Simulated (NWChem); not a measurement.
# BGeH5O2; SMILES [B](O)(O)[GeH3]

```xyz
9

B     -0.0003    -1.0693     0.0009
Ge     0.0001     1.0242    -0.0021
H     -0.0367     1.5911    -1.4381
H     -1.2280     1.6044     0.7335
H      1.2644     1.6031     0.6707
O      1.1494    -1.7879    -0.0055
H      1.9433    -1.2483     0.0100
O     -1.1496    -1.7885    -0.0056
H     -1.9442    -1.2499     0.0098
```
Atoms are numbered in this order, from 1.

Results from NWChem. Pople sets run with spherical d functions. Coordinates come from a PBE0/def2-SVP optimisation. Vzz is the largest principal value of the second derivative of the potential at the nucleus (NWChem prints the opposite sign); η is the asymmetry. Non-relativistic.

```json
[
 {"level": "PBE0/def2-SVP", "Vzz B1 (a.u.)": "0.291", "η B1": "(withheld)", "Vzz Ge2 (a.u.)": "(withheld)", "η Ge2": "0.08", "Vzz O8 (a.u.)": "(withheld)", "η O8": "0.17"},
 {"level": "PBE0/6-31G*", "Vzz B1 (a.u.)": "0.277", "η B1": "0.09", "Vzz Ge2 (a.u.)": "-0.485", "η Ge2": "0.07", "Vzz O8 (a.u.)": "1.254", "η O8": "0.21"},
 {"level": "PBE/cc-pVTZ", "Vzz B1 (a.u.)": "0.292", "η B1": "0.15", "Vzz Ge2 (a.u.)": "-0.446", "η Ge2": "0.06", "Vzz O8 (a.u.)": "1.216", "η O8": "0.12"},
 {"level": "PBE/6-31G*", "Vzz B1 (a.u.)": "0.248", "η B1": "0.11", "Vzz Ge2 (a.u.)": "-0.456", "η Ge2": "0.09", "Vzz O8 (a.u.)": "1.227", "η O8": "0.19"}
]
```

Task: Fill in the missing entries.

Result: 
- PBE0/def2-SVP, η B1: 0.04
- PBE0/def2-SVP, Vzz Ge2 (a.u.): -0.579
- PBE0/def2-SVP, Vzz O8 (a.u.): 1.290
